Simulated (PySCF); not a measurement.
C9H8OS2, SMILES c1ccsc1-c1ccc(OC)s1, GFN2-xTB optimised geometry.

```
20

C     -2.34    -3.40     0.00
O     -0.95    -3.60     0.00
C     -0.17    -2.50     0.00
C      1.19    -2.50     0.00
C      1.73    -1.21     0.00
C      0.80    -0.21     0.00
C      0.99     1.20     0.00
C      0.04     2.19     0.01
C      0.59     3.49     0.00
C      1.95     3.48    -0.01
S      2.59     1.88    -0.02
S     -0.82    -0.89     0.00
H     -2.66    -2.84    -0.89
H     -2.66    -2.85     0.89
H     -2.79    -4.39    -0.01
H      1.77    -3.41     0.00
H      2.79    -1.00     0.00
H     -1.02     1.99     0.02
H      0.00     4.39     0.01
H      2.62     4.31    -0.02
```

Density from PBE0/def2-SVP (PySCF) at that geometry.

Minimum of the electron density along straight lines between bonded atoms, close to the bond critical point (lines longer than 1.1 times the sum of covalent radii, or with two minima, are not listed):

```csv
bond,length / Å,ρ at the minimum / e bohr⁻³,∇²ρ there / e bohr⁻⁵,position (fraction from the first atom)
C1–O2,1.408,___,-0.28,0.34
O2–C3,1.343,0.297,-0.26,0.67
C3–C4,1.365,0.320,-0.82,0.53
C4–C5,1.406,0.298,-0.73,0.50
C5–C6,1.368,0.318,-0.79,0.49
C6–C7,1.426,0.286,-0.71,0.50
C7–C8,1.370,0.316,-0.79,0.52
C8–C9,1.408,0.298,-0.74,0.50
C9–C10,1.358,0.323,-0.82,0.49
C7–S11,1.742,0.207,-0.43,0.47
C10–S11,1.721,0.215,-0.46,0.47
C3–S12,1.741,0.209,-0.45,0.48
C6–S12,1.748,0.204,___,0.46
C1–H13,1.095,0.280,-1.07,0.64
C1–H14,1.095,0.280,-1.07,0.64
C1–H15,1.088,0.285,-1.12,0.64
C4–H16,1.074,0.283,-1.09,0.63
C5–H17,1.076,0.284,-1.09,0.63
C8–H18,1.076,0.283,-1.08,0.63
C9–H19,1.075,0.284,-1.09,0.63
C10–H20,1.072,0.286,-1.12,0.64
```

**Question.** Some entries are withheld; supply them.

**Answer.** 
- C1–O2, ρ at the minimum / e bohr⁻³: 0.253
- C6–S12, ∇²ρ there / e bohr⁻⁵: -0.40
